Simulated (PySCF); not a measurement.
A species of formula C7H14O2Si has this rotational fingerprint, computed with PBE0/pcSseg-1 in PySCF (dipole) on a GFN2-xTB geometry, gas phase:

```
Rotational constants : A = 1899, B = 465.2, C = 423.3 MHz
Dipole components    : |μa| = 1.06 D, |μb| = 1.71 D, |μc| = 0.24 D
Inertial defect      : -158.61 u·Å²
κ                    : -0.94
```

Task: Which structure is it? (One computed conformer of each.)
A. `[CH2:1]1[CH2:2][CH2:3][CH:4]([C@@H:5]2[CH2:6][O:7][SiH2:8][O:9]2)[CH2:10]1` with C3–C4–C5–C6 60°, C10–C1–C2–C3 -42°, C1–C2–C3–C4 29°, C2–C3–C4–C5 118°, C4–C5–C6–O7 -113°
B. `[CH2:1]=[CH:2][C:3](=[CH2:4])[CH2:5][Si:6]([OH:7])([OH:8])[CH2:9][CH3:10]` with C1–C2–C3–C4 180°, C2–C3–C5–Si6 -80°, C3–C5–Si6–O7 65°, C5–Si6–O7–H -55°, C5–Si6–O8–H -148°
C. `[CH3:1][O:2][CH2:3][C:4](=[O:5])/[CH:6]=[CH:7]/[SiH:8]([CH3:9])[CH3:10]` with C1–O2–C3–C4 70°, O2–C3–C4–O5 -149°, C3–C4–C6–C7 -174°, C6–C7–Si8–C9 121°

Result: C. It is COCC(=O)/C=C/[SiH](C)C, a near-prolate asymmetric top, point group C1. The candidates at the same level (rigid rotor, commonest isotopes):

| SMILES | A (MHz) | B (MHz) | C (MHz) | μa (D) | μb (D) | μc (D) | Δ (u·Å²) | point group | rotor |
| --- | --- | --- | --- | --- | --- | --- | --- | --- | --- |
| C1CCC([C@@H]2CO[SiH2]O2)C1 | 2347 | 773.1 | 743.7 | 0.62 | 0.70 | 0.02 | -189.50 | C1 | near-prolate asymmetric top |
| C=CC(=C)C[Si](O)(O)CC | 1355 | 896.8 | 752.2 | 0.37 | 0.59 | 1.15 | -264.66 | C1 | asymmetric top |
| COCC(=O)/C=C/[SiH](C)C | 1899 | 465.2 | 423.3 | 1.06 | 1.71 | 0.24 | -158.61 | C1 | near-prolate asymmetric top |

`C1CCC([C@@H]2CO[SiH2]O2)C1` has C 76 % too high; `C=CC(=C)C[Si](O)(O)CC` has B 93 % too high. No structure here is proved a minimum.
